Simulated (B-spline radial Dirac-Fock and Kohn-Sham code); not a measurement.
Elastic and transport cross sections of hafnium for electrons

Model: relativistic (Dirac) partial waves in the static field of the Dirac-Fock atom with Furness-McCarthy exchange, without polarisation or absorption potentials. Program: a radial atomic solver. σ_tr1 and σ_tr2 weight the cross section with 1 − P₁ and 1 − P₂ of cos θ; "backward" is the share scattered beyond 90°.

```
energy (eV)  σ (a₀²)  σ_tr1 (a₀²)  σ_tr2 (a₀²)  σ/σ_tr1  backward (%)
      46800     1.18       0.0141       0.0300     83.1          0.22
      50000     1.13       0.0128       0.0273     88.3          0.20
      50100     1.13       0.0127       0.0272     88.5          0.20
      70400    0.909      0.00751       0.0166      121          0.13
      72500    0.892      0.00717       0.0159      124          0.12
      73300    0.886      0.00705       0.0157      126          0.12
      78600        ?            ?            ?        ?             ?
      79300    0.844      0.00624       0.0140      135          0.11
      97900    0.742      0.00449       0.0103      165         0.083
     100000    0.732      0.00435      0.00995      168         0.081
     123000    0.648      0.00315      0.00734      206         0.061
     129000    0.631      0.00293      0.00684      215         0.057
     200000    0.497      0.00149      0.00360      334         0.031
     300000    0.412     0.000804      0.00199      512         0.018
```

Question: Fill in the row for 78.6 keV.

Answer: σ = 0.849 a₀², σ_tr1 = 0.00632 a₀², σ_tr2 = 0.0142 a₀², σ/σ_tr1 = 134, backward 0.11 %. The ratio σ/σ_tr1 is roughly the number of elastic collisions that randomise the direction.

Values without a named source are computed, but for edge energies of neutral atoms, which are taken from tables.
